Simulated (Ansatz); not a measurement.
Mulliken charges of `C[O][GeH2][SH]` from ωB97M-V/def2-TZVPP in Ansatz (PBE0-D4/def2-TZVP geometry).

| atom | x (Å) | y (Å) | z (Å) | charge (e) |
| --- | --- | --- | --- | --- |
| C1 | -1.038 | -0.420 | 1.277 | -0.186 |
| O2 | -0.829 | -0.088 | -0.076 | -0.407 |
| Ge3 | 0.848 | -0.058 | -0.666 | 0.376 |
| S4 | 0.807 | 0.756 | -2.711 | -0.279 |
| H5 | -2.103 | -0.303 | 1.491 | 0.122 |
| H6 | -0.481 | 0.237 | 1.958 | 0.108 |
| H7 | -0.759 | -1.459 | 1.497 | 0.111 |
| H8 | 1.663 | 0.827 | 0.298 | 0.014 |
| H9 | 1.406 | -1.488 | -0.760 | 0.018 |
| H10 | 0.485 | 1.996 | -2.308 | 0.123 |

Problem. By hand: the dipole of these point charges (1 e Å = 4.8032 D).

Solution. Σ q r = (0.340, -0.062, 0.566) e Å, of length 0.663 e Å = 3.18 D.

Problem. How does the dipole of the full density compare? (Best estimate.)

Solution. The calculation gave: (0.140, 0.024, 0.357) e Å, 1.85 D; the point charges give 1.72 times that, at 13° from its direction.

Point charges leave out the atoms' own dipoles, such as those of lone pairs, and Mulliken's split depends on the basis, so the two needn't agree.
